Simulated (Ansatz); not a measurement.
Coupled-cluster diagnostics for BeCl2(H2O)2 (BeCl2O2H4), Ansatz.

Geometry of the singlet (B3LYP-D4/def2-SVP):

```xyz
9

Be    0.334    0.204   -0.115
Cl    1.048   -0.257   -1.882
Cl    1.011    1.519    1.173
O     0.287   -1.305    0.762
H     0.762   -1.172    1.600
H     0.779   -1.963    0.241
O    -1.324    0.669   -0.405
H    -1.441    0.757   -1.366
H    -1.457    1.546   -0.007
```

Correlated methods freeze 12 core orbitals.

(1) Estimate the CCSD(T) correlation energy, the shares of MP2 and (T), T1 and the reference's ⟨S²⟩ for: charge 0, singlet, own geometry in def2-TZVPP; and the rough time on 4 threads of Arm Neoverse V2 on a shared host.

## Answers

(1) 
```tsv
state	basis	correlation (eV)	MP2 share (%)	(T) share (%)	T1	⟨S²⟩ (pure)	wall time
charge 0, singlet, own geometry	def2-TZVPP	-28.695	92.4	3.3	0.008	0.00 (0.00)	1.8 min
```
Customary marks for T1 are 0.02 (closed shells), 0.045 (open shells) and about 0.05 (3d metals). T1 stays under 0.02 throughout.
